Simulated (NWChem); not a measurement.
**Lowest excitation of O₂Zr**

```xyz
3

Zr     0.0000     0.0000     0.2967
O     -1.4393     0.0000    -0.7418
O      1.4393     0.0000    -0.7418
```
Charge 0, spin multiplicity 1.

The numbers come from NWChem runs, not from measurements. The geometry was optimised at B3LYP/def2-SVP with def2 effective core potentials on Zr, a minimum by its harmonic frequencies.

Basis set: def2-SVPD.

Relative cost: rough, from shared machines, SCF included, TD-PBE = 1.

Effective core potentials replace the inner electrons of Zr; spin-orbit coupling is left out. The correlated methods keep 2 core orbitals frozen. B3LYP has NWChem's definition, with VWN1-RPA local correlation. The structure started from a generated list of species. Coupled-cluster values serve here as a point of comparison, not as the truth.

```tsv
method	lowest vertical singlet excitation energy (eV)	relative cost
TD-PBE	…	1
CIS	4.28	under 3
TD-B3LYP	…	under 3
TD-BHandHLYP	…	under 3
EOM-CCSD	…	4
```

**Question.** Some entries are withheld; supply them.

**Answer.** 
- TD-PBE, lowest vertical singlet excitation energy (eV): 1.83
- TD-B3LYP, lowest vertical singlet excitation energy (eV): 2.25
- TD-BHandHLYP, lowest vertical singlet excitation energy (eV): 3.02
- EOM-CCSD, lowest vertical singlet excitation energy (eV): 2.03
